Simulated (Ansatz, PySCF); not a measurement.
SeCl4, SMILES Cl[Se](Cl)(Cl)Cl. Atoms are numbered in the order given.

```xyz
5

Se     0.0000     0.0000     0.4396
Cl     1.6878     0.0000    -0.9172
Cl     0.0000     2.3265     0.5045
Cl    -1.6878     0.0000    -0.9172
Cl     0.0000    -2.3265     0.5045
```
Charge 0, spin multiplicity 1.

Coordinates come from a PBE0-D3(BJ)/def2-SVP optimisation. The isomer is the one that the SMILES or the coordinates give; other isomers of the formula were not compared.

Two levels are set side by side: PBE-D3(BJ)/def2-SVP (Ansatz, a program for electronic structure) and PBE0-D3(BJ)/def2-SVP (Ansatz). Each level has its own optimised geometry; the coordinates shown are those of the second. Frequencies come from the Hessian of PySCF at each geometry. Differences are taken from unrounded values.

```json
[
 {"quantity": "mean bond length (Å)", "PBE0-D3(BJ)": "2.246"},
 {"quantity": "bond Se1–Cl2 (Å)", "PBE0-D3(BJ)": "2.166"},
 {"quantity": "bond Se1–Cl3 (Å)", "PBE0-D3(BJ)": "2.327"},
 {"quantity": "bond Se1–Cl4 (Å)", "PBE0-D3(BJ)": "2.166"},
 {"quantity": "bond Se1–Cl5 (Å)", "PBE0-D3(BJ)": "2.327"},
 {"quantity": "highest harmonic wavenumber (cm⁻¹)", "PBE0-D3(BJ)": "404"},
 {"quantity": "mean harmonic wavenumber (cm⁻¹)", "PBE0-D3(BJ)": "242"},
 {"quantity": "zero-point energy (kcal/mol)", "PBE0-D3(BJ)": "3.11"}
]
```

Problem. What does PBE-D3(BJ) give, and how far is it from PBE0-D3(BJ)? (An estimate is asked for; the answer gives what the named calculation found.)

Solution. 
| quantity | PBE-D3(BJ) | PBE-D3(BJ) minus PBE0-D3(BJ) |
|---|---|---|
| mean bond length (Å) | 2.287 | 0.040 |
| bond Se1–Cl2 (Å) | 2.217 | 0.052 |
| bond Se1–Cl3 (Å) | 2.356 | 0.028 |
| bond Se1–Cl4 (Å) | 2.217 | 0.052 |
| bond Se1–Cl5 (Å) | 2.356 | 0.028 |
| highest harmonic wavenumber (cm⁻¹) | 358 | -46 |
| mean harmonic wavenumber (cm⁻¹) | 212 | -30 |
| zero-point energy (kcal/mol) | 2.72 | -0.39 |

GGA bonds tend to be longer and softer than those of functionals with exact exchange. Differences between two approximate levels are no errors against the true value.
